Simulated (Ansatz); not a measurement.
Ansatz (a program for electronic structure) input file for C2H7NSi2, SMILES [SiH2](CC#N)[SiH3], B3LYP-D3(BJ)/def2-SVP. 

Ansatz 0.2 input:
```yaml
crystal:
  periodic: [false, false, false]
  atoms:
    - {symbol: N, position_ang: [2.31034119, -1.24206013, 0.72823580]}
    - {symbol: C, position_ang: [1.71913015, -0.26672605, 0.83240784]}
    - {symbol: C, position_ang: [0.95321485, 0.93160540, 0.91715627]}
    - {symbol: Si, position_ang: [-0.30975792, 1.01657310, -0.54109323]}
    - {symbol: Si, position_ang: [-1.67451774, -0.85194963, -0.51348583]}
    - {symbol: H, position_ang: [1.63139233, 1.78553863, 0.88995027]}
    - {symbol: H, position_ang: [0.42859766, 0.94615573, 1.87391187]}
    - {symbol: H, position_ang: [-0.98358455, 2.30662818, -0.32493900]}
    - {symbol: H, position_ang: [0.50540364, 1.18278414, -1.75124236]}
    - {symbol: H, position_ang: [-2.38232352, -0.97727874, 0.76587976]}
    - {symbol: H, position_ang: [-2.69731480, -0.75243307, -1.55783587]}
    - {symbol: H, position_ang: [-0.92876995, -2.09097848, -0.72665315]}
basis:
  gaussian:
    orbitals: def2-SVP
hamiltonian:
  xc: b3lyp
  dispersion: d3bj
relax: {f_tol: 0.002, max_steps: 200}
```

It prints:

```
WARN ansatz: RAYON_NUM_THREADS=1 ignored (pool sized by the plan → 1); use --threads N
Functional definition: B3LYP
integrals: 0.07 GiB planned
1217 factors; integrals over basis functions are off by at most 4.2e-4 eV
mean field: 0.51 GiB planned
mean field evaluation 1: about -19420.4640 eV, gradient 4.8e1 eV
mean field evaluation 2: about -19416.0765 eV, gradient 6.4e1 eV
mean field evaluation 4: about -19425.9736 eV, gradient 3.1e0 eV
mean field evaluation 8: about -19426.0261 eV, gradient 8.4e-2 eV
mean field -19426.02616298 eV, -713.8932940562 hartree, gradient 4.9e-5 eV, S^2 0.000000; 0 other end points of the search recorded, 0 dependent functions left out
the calculation of the forces begins
reference -19426.02644597 eV, -713.8933044559 hartree; 27, 27 occupied and 86, 86 virtual orbitals, 1217 factors
relax step   1: F+E_penalty+E_count = -19426.55852351 eV  Δ(F+E_penalty+E_count) = +0.000e0 eV  max|allowed force component| = 1.665e0 eV/Å  Δτ_max = 0.0000 Å  (24 SCF iters, accepted)
these checks for a lower state are left out or cut short: starts, cluster_reference, orbital_swaps, neighbouring_geometries, increment
integrals: 0.07 GiB planned
1217 factors; integrals over basis functions are off by at most 4.1e-4 eV
mean field: 0.51 GiB planned
mean field evaluation 16: about -19426.0722 eV, gradient 4.6e0 eV
[...]
integrals: 0.07 GiB planned
1217 factors; integrals over basis functions are off by at most 4.3e-4 eV
mean field: 0.51 GiB planned
mean field -19426.15319303 eV, -713.8979623241 hartree, gradient 1.2e-5 eV, S^2 0.000000; 0 other end points of the search recorded, 0 dependent functions left out
the calculation of the forces begins
reference -19426.15347768 eV, -713.8979727849 hartree; 27, 27 occupied and 86, 86 virtual orbitals, 1217 factors
relax step   5: F+E_penalty+E_count = -19426.67987869 eV  Δ(F+E_penalty+E_count) = -6.731e-4 eV  max|allowed force component| = 1.733e-2 eV/Å  Δτ_max = 0.0103 Å  (30 SCF iters, accepted)
these checks for a lower state are left out or cut short: starts, cluster_reference, orbital_swaps, neighbouring_geometries, increment
integrals: 0.07 GiB planned
1217 factors; integrals over basis functions are off by at most 4.3e-4 eV
mean field: 0.51 GiB planned
mean field -19426.15335764 eV, -713.8979683735 hartree, gradient 2.0e-5 eV, S^2 0.000000; 0 other end points of the search recorded, 0 dependent functions left out
the calculation of the forces begins
reference -19426.15364226 eV, -713.8979788330 hartree; 27, 27 occupied and 86, 86 virtual orbitals, 1217 factors
relax step   6: F+E_penalty+E_count = -19426.68000470 eV  Δ(F+E_penalty+E_count) = -1.260e-4 eV  max|allowed force component| = 8.103e-3 eV/Å  Δτ_max = 0.0061 Å  (23 SCF iters, accepted)
these checks for a lower state are left out or cut short: starts, cluster_reference, orbital_swaps, neighbouring_geometries, increment
integrals: 0.07 GiB planned
1217 factors; integrals over basis functions are off by at most 4.3e-4 eV
mean field: 0.51 GiB planned
mean field -19426.15375980 eV, -713.8979831528 hartree, gradient 1.2e-5 eV, S^2 0.000000; 0 other end points of the search recorded, 0 dependent functions left out
the calculation of the forces begins
reference -19426.15404453 eV, -713.8979936163 hartree; 27, 27 occupied and 86, 86 virtual orbitals, 1217 factors
relax step   7: F+E_penalty+E_count = -19426.68019580 eV  Δ(F+E_penalty+E_count) = -1.911e-4 eV  max|allowed force component| = 6.478e-3 eV/Å  Δτ_max = 0.0180 Å  (31 SCF iters, accepted)
these checks for a lower state are left out or cut short: starts, cluster_reference, orbital_swaps, neighbouring_geometries, increment
integrals: 0.07 GiB planned
1217 factors; integrals over basis functions are off by at most 4.2e-4 eV
mean field: 0.51 GiB planned
mean field -19426.15408325 eV, -713.8979950392 hartree, gradient 1.2e-5 eV, S^2 0.000000; 0 other end points of the search recorded, 0 dependent functions left out
the calculation of the forces begins
reference -19426.15436813 eV, -713.8980055083 hartree; 27, 27 occupied and 86, 86 virtual orbitals, 1217 factors
relax step   8: F+E_penalty+E_count = -19426.68036399 eV  Δ(F+E_penalty+E_count) = -1.682e-4 eV  max|allowed force component| = 2.104e-2 eV/Å  Δτ_max = 0.0366 Å  (30 SCF iters, accepted)
these checks for a lower state are left out or cut short: starts, cluster_reference, orbital_swaps, neighbouring_geometries, increment
integrals: 0.07 GiB planned
1217 factors; integrals over basis functions are off by at most 4.1e-4 eV
mean field: 0.51 GiB planned
mean field evaluation 64: about -19426.1263 eV, gradient 9.1e-1 eV
mean field -19426.15391622 eV, -713.8979889011 hartree, gradient 1.2e-5 eV, S^2 0.000000; 0 other end points of the search recorded, 0 dependent functions left out
the calculation of the forces begins
reference -19426.15420109 eV, -713.8979993699 hartree; 27, 27 occupied and 86, 86 virtual orbitals, 1217 factors
relax step   9: F+E_penalty+E_count = -19426.68039193 eV  Δ(F+E_penalty+E_count) = -2.794e-5 eV  max|allowed force component| = 1.967e-2 eV/Å  Δτ_max = 0.0182 Å  (30 SCF iters, accepted)
these checks for a lower state are left out or cut short: starts, cluster_reference, orbital_swaps, neighbouring_geometries, increment
integrals: 0.07 GiB planned
1217 factors; integrals over basis functions are off by at most 4.1e-4 eV
mean field: 0.51 GiB planned
mean field -19426.15367073 eV, -713.8979798794 hartree, gradient 1.9e-5 eV, S^2 0.000000; 0 other end points of the search recorded, 0 dependent functions left out
the calculation of the forces begins
reference -19426.15395556 eV, -713.8979903466 hartree; 27, 27 occupied and 86, 86 virtual orbitals, 1217 factors
relax step  10: F+E_penalty+E_count = -19426.68047078 eV  Δ(F+E_penalty+E_count) = -7.885e-5 eV  max|allowed force component| = 1.192e-2 eV/Å  Δτ_max = 0.0139 Å  (23 SCF iters, accepted)
these checks for a lower state are left out or cut short: starts, cluster_reference, orbital_swaps, neighbouring_geometries, increment
integrals: 0.07 GiB planned
1217 factors; integrals over basis functions are off by at most 4.1e-4 eV
mean field: 0.51 GiB planned
mean field -19426.15339004 eV, -713.8979695644 hartree, gradient 9.0e-6 eV, S^2 0.000000; 0 other end points of the search recorded, 0 dependent functions left out
the calculation of the forces begins
reference -19426.15367480 eV, -713.8979800290 hartree; 27, 27 occupied and 86, 86 virtual orbitals, 1217 factors
relax step  11: F+E_penalty+E_count = -19426.68050742 eV  Δ(F+E_penalty+E_count) = -3.664e-5 eV  max|allowed force component| = 4.727e-3 eV/Å  Δτ_max = 0.0098 Å  (23 SCF iters, accepted)
these checks for a lower state are left out or cut short: starts, cluster_reference, orbital_swaps, neighbouring_geometries, increment
integrals: 0.07 GiB planned
1217 factors; integrals over basis functions are off by at most 4.1e-4 eV
mean field: 0.51 GiB planned
mean field -19426.15323572 eV, -713.8979638933 hartree, gradient 6.5e-6 eV, S^2 0.000000; 0 other end points of the search recorded, 0 dependent functions left out
the calculation of the forces begins
reference -19426.15352044 eV, -713.8979743563 hartree; 27, 27 occupied and 86, 86 virtual orbitals, 1217 factors
relax step  12: F+E_penalty+E_count = -19426.68052229 eV  Δ(F+E_penalty+E_count) = -1.488e-5 eV  max|allowed force component| = 4.970e-3 eV/Å  Δτ_max = 0.0083 Å  (24 SCF iters, accepted)
these checks for a lower state are left out or cut short: starts, cluster_reference, orbital_swaps, neighbouring_geometries, increment
integrals: 0.07 GiB planned
1217 factors; integrals over basis functions are off by at most 4.1e-4 eV
mean field: 0.51 GiB planned
mean field -19426.15315411 eV, -713.8979608941 hartree, gradient 2.2e-5 eV, S^2 0.000000; 0 other end points of the search recorded, 0 dependent functions left out
the calculation of the forces begins
reference -19426.15343880 eV, -713.8979713561 hartree; 27, 27 occupied and 86, 86 virtual orbitals, 1217 factors
relax step  13: F+E_penalty+E_count = -19426.68052817 eV  Δ(F+E_penalty+E_count) = -5.877e-6 eV  max|allowed force component| = 4.741e-3 eV/Å  Δτ_max = 0.0073 Å  (22 SCF iters, accepted)
these checks for a lower state are left out or cut short: starts, cluster_reference, orbital_swaps, neighbouring_geometries, increment
integrals: 0.07 GiB planned
1217 factors; integrals over basis functions are off by at most 4.0e-4 eV
mean field: 0.51 GiB planned
mean field evaluation 96: about -19426.1532 eV, gradient 7.6e-2 eV
mean field -19426.15319114 eV, -713.8979622547 hartree, gradient 3.9e-5 eV, S^2 0.000000; 0 other end points of the search recorded, 0 dependent functions left out
the calculation of the forces begins
reference -19426.15347582 eV, -713.8979727165 hartree; 27, 27 occupied and 86, 86 virtual orbitals, 1217 factors
relax step  14: F+E_penalty+E_count = -19426.68053102 eV  Δ(F+E_penalty+E_count) = -2.847e-6 eV  max|allowed force component| = 2.912e-3 eV/Å  Δτ_max = 0.0015 Å  (20 SCF iters, accepted)
these checks for a lower state are left out or cut short: starts, cluster_reference, orbital_swaps, neighbouring_geometries, increment
integrals: 0.07 GiB planned
1217 factors; integrals over basis functions are off by at most 4.1e-4 eV
mean field: 0.51 GiB planned
mean field -19426.15325303 eV, -713.8979645292 hartree, gradient 3.2e-5 eV, S^2 0.000000; 0 other end points of the search recorded, 0 dependent functions left out
the calculation of the forces begins
reference -19426.15353772 eV, -713.8979749913 hartree; 27, 27 occupied and 86, 86 virtual orbitals, 1217 factors
relax step  15: F+E_penalty+E_count = -19426.68053229 eV  Δ(F+E_penalty+E_count) = -1.274e-6 eV  max|allowed force component| = 2.336e-3 eV/Å  Δτ_max = 0.0013 Å  (20 SCF iters, accepted)
these checks for a lower state are left out or cut short: starts, cluster_reference, orbital_swaps, neighbouring_geometries, increment
integrals: 0.07 GiB planned
1217 factors; integrals over basis functions are off by at most 4.1e-4 eV
mean field: 0.51 GiB planned
mean field -19426.15331550 eV, -713.8979668249 hartree, gradient 3.0e-5 eV, S^2 0.000000; 0 other end points of the search recorded, 0 dependent functions left out
the calculation of the forces begins
reference -19426.15360019 eV, -713.8979772873 hartree; 27, 27 occupied and 86, 86 virtual orbitals, 1217 factors
relax step  16: F+E_penalty+E_count = -19426.68053311 eV  Δ(F+E_penalty+E_count) = -8.135e-7 eV  max|allowed force component| = 1.509e-3 eV/Å  Δτ_max = 0.0017 Å  (20 SCF iters, accepted)
integrals: 0.07 GiB planned
1217 factors; integrals over basis functions are off by at most 4.1e-4 eV
mean field: 0.51 GiB planned
mean field -19426.15331550 eV, -713.8979668249 hartree, gradient 3.0e-5 eV, S^2 0.000000; 1 other end points of the search recorded, 0 dependent functions left out
the calculation of the forces begins
reference -19426.15360019 eV, -713.8979772873 hartree; 27, 27 occupied and 86, 86 virtual orbitals, 1217 factors
Total energy: -19426.68081780 eV, -713.9173521770 hartree
Atom 0 at     2.281051    -1.320633     0.827683 Å, force     0.000184     0.001314    -0.000110 eV/Å
Atom 1 at     1.721649    -0.306694     0.891399 Å, force    -0.000827    -0.001509    -0.000053 eV/Å
Atom 2 at     0.969679     0.937042     0.916465 Å, force     0.000472     0.000122     0.001006 eV/Å
Atom 3 at    -0.289930     1.044559    -0.534553 Å, force    -0.000532    -0.000072    -0.000591 eV/Å
Atom 4 at    -1.671577    -0.857148    -0.530684 Å, force     0.000938     0.000565     0.000028 eV/Å
Atom 5 at     1.660163     1.794950     0.863886 Å, force    -0.000105     0.000146    -0.000256 eV/Å
Atom 6 at     0.419920     1.016003     1.869133 Å, force     0.000434    -0.000023    -0.000013 eV/Å
Atom 7 at    -1.078980     2.295124    -0.329945 Å, force    -0.000025    -0.000221     0.000033 eV/Å
Atom 8 at     0.472553     1.156999    -1.810664 Å, force     0.000319    -0.000126     0.000057 eV/Å
Atom 9 at    -2.282366    -1.011217     0.822973 Å, force    -0.000206    -0.000001     0.000083 eV/Å
Atom 10 at    -2.759099    -0.690521    -1.538669 Å, force    -0.000668    -0.000056    -0.000180 eV/Å
Atom 11 at    -0.871252    -2.070605    -0.854731 Å, force     0.000016    -0.000139    -0.000003 eV/Å
Dipole moment:    -0.407963     0.621485     0.009649 e Å
```

Self-consistency was reached.
